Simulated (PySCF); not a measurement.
## [Yb(BH4)2]+ at several levels of theory

Computed with PySCF 2.14.0 (density fitting, no spin-orbit coupling) at the geometry relaxed with PBE0:

```xyz
11
[Yb(BH4)2]+ (singlet in the valence; each metal's 4f electrons, 13 of them, lie in its core potential, out of spins and levels)
Yb    0.0000   -0.0001   -0.2404
B     2.0275   -0.0259    0.8767
H     3.0361   -0.0312    1.5204
H     1.2089   -0.9434    1.2014
H     2.1679   -0.1550   -0.3718
H     1.3415    1.0379    1.0089
B    -2.0275    0.0259    0.8766
H    -3.0359    0.0313    1.5205
H    -1.2088    0.9433    1.2012
H    -2.1681    0.1551   -0.3718
H    -1.3416   -1.0380    1.0087
```

| level | basis | state | HOMO (eV) | gap (eV) | charge on Yb1 (e) | population of f-type functions on Yb1 (polarisation alone where 4f lies in the core) | dipole about the centre of mass (D) | largest force component (eV/Å) |
| --- | --- | --- | --- | --- | --- | --- | --- | --- |
| PBE0 | Yb lcecp-1-SVP with ECP59, B def2-SVP, H def2-SVP | singlet | -14.18 | 6.31 | 0.91 | 0.03 | 3.70 | 0.01 |
| revPBE | the same | singlet | -12.75 | 4.19 | 0.70 | 0.03 | 3.44 | 0.38 |
| PBE0 | Yb lcecp-1-TZVP with ECP59, B def2-TZVP, H def2-TZVP | singlet | -14.20 | 6.36 | 1.12 | 0.04 | 3.65 | 0.28 |

In the lcecp rows the 4f levels are missing from HOMO and gap, and the state counts the valence alone.

Charges are Mulliken's, which hang on the basis. The relaxation used the grid (50, 194), these runs (75, 302) or, all-electron (x2c bases, spin-free X2C Hamiltonian), (99, 590).

Question: What does TPSS with Yb lcecp-1-SVP with ECP59, B def2-SVP, H def2-SVP give here?

Answer: state singlet, HOMO (eV) -13.00, gap (eV) 4.57, charge on Yb1 (e) 0.87, population of f-type functions on Yb1 (polarisation alone where 4f lies in the core) 0.03, dipole about the centre of mass (D) 3.62, largest force component (eV/Å) 0.29. Time: 7.6 s on 2 threads of Arm Neoverse V2, with other jobs on the host, from an already converged density.

In the first row's basis the gap widens with exact exchange: 4.2 to 4.6 eV for revPBE, TPSS (none); 6.3 eV for PBE0 (a fixed share).

A frequency check found unstable modes (1, the lowest at -15 cm⁻¹), so the relaxed geometry is a saddle point, or these are noise. An lcecp potential fixes the number of 4f electrons, so in runs with it no electron can move into or out of that shell.
